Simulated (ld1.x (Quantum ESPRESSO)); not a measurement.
**Transferability test, TM potential for Au (Z = 79)**

- Element: gold
- Generator: ld1.x (Quantum ESPRESSO) 7.5
- Type: norm-conserving Troullier–Martins (Kleinman–Bylander form)
- Functional: PBE
- Relativity: scalar-relativistic
- Frozen core: [Xe] 4f14
- Valence charge: 11
- Reference configuration: 5d10 6s0.5 6p0.5
- Partial waves: 6p (bound): rc 3.20 bohr; 5d (bound): rc 1.55 bohr; 6s (bound): rc 1.85 bohr
- Local potential: the s channel
- Core correction: a·sin(br)/r model core, default radius (core density twice the valence density)

Energies are relative to the spin-unpolarised reference configuration 5d10 6s0.5 6p0.5; without spin polarisation the order of configurations can differ from experiment.

```csv
valence configuration,charge,ΔE all-electron (eV),error AE − PS (meV)
5d10 6s1 6p0,0,-2.553,+0.4
5d9 6s0 6p0,+2,28.064,-65
5d9 6s1 6p0,+1,9.571,-41
5d10 6s0.5 6p0,+0.5,1.220,-1.3
5d8 6s0 6p0,+3,61.941,-345
5d9 6s2 6p0,0,-0.859,-58
```

(1) What are ΔE and the potential's error for 5d10 6s0 6p0?

Results:

(1) ΔE = 6.856 eV all-electron; the error (AE − PS) is -8.7 meV.
